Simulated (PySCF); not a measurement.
A PySCF script (with the pyscf-properties extension) for the NMR shieldings of SMILES O(B)BB(C)C, C2H9B3O, on a GFN2-xTB geometry:

```python
import basis_set_exchange as bse
import numpy as np
from pyscf import gto, dft
from pyscf.prop import nmr

atoms = """
B     2.991463   -0.328323    0.181141
O     1.923107    0.017661   -0.458808
B     0.820046    0.349119   -1.069465
B    -0.714472    0.120884   -0.421998
C    -1.491578   -1.244385   -0.608000
C    -1.459621    1.277551    0.359197
H     3.430301   -1.417539    0.041865
H     3.522822    0.448570    0.897034
H     0.953027    0.836143   -2.150967
H    -2.573008   -1.154362   -0.523493
H    -1.264819   -1.756912   -1.540448
H    -1.172373   -1.915285    0.191743
H    -2.287146    0.934535    0.977620
H    -1.883483    1.958520   -0.380729
H    -0.798677    1.881815    0.977741
"""
names = dict.fromkeys(["B", "O", "C", "H"], "pcSseg-1")
basis = {el: gto.basis.parse(bse.get_basis(n, elements=[el], fmt="nwchem")) for el, n in names.items()}
mol = gto.M(atom=atoms, basis=basis, charge=0, verbose=0)
mf = dft.RKS(mol, xc="PBE0")
mf.grids.level = 2
mf.grids.alignment = dft.numint.BLKSIZE   # the property module wants whole blocks of grid points
mf.conv_tol = 1e-9
mf.kernel()

calc = nmr.RKS(mf)   # GIAO
C = mf.mo_coeff
Co = C[:, mf.mo_occ > 0]
resp = mf.gen_response(singlet=True, hermi=2)
def vind(x):   # induced exchange potential for any number of trial vectors
    d = np.einsum("pi,xij,qj->xpq", C, 2 * x.reshape(-1, C.shape[1], Co.shape[1]), Co, optimize=True)
    return np.einsum("xpq,pi,qj->xij", resp(d - d.transpose(0, 2, 1)), C, Co, optimize=True).ravel()
mo1, _ = nmr.rhf.solve_mo1(calc, with_cphf=vind)
sigma = calc.kernel(mo1)
for i, s in enumerate(sigma):   # ppm
    print("%2d %-2s %9.2f" % (i, mol.atom_pure_symbol(i), np.trace(s) / 3))
```

**Question.** Give the expected output.

**Answer.** 
```
 0 B      61.96
 1 O      -4.96
 2 B      46.92
 3 B       2.37
 4 C     169.69
 5 C     168.95
 6 H      26.34
 7 H      26.32
 8 H      25.15
 9 H      30.48
10 H      30.14
11 H      31.06
12 H      30.45
13 H      30.82
14 H      30.28
```

These numbers come from an equivalent density-fitted implementation of the same equations, which agrees with the script to about 0.01 ppm for H and up to a few tenths of a ppm for heavy atoms, so last digits may differ.

Size and cost of the density-fitted run: 147 basis functions, 27 s wall time on 1 thread of an Arm Neoverse N1, shared host; peak memory 0.7 GiB.
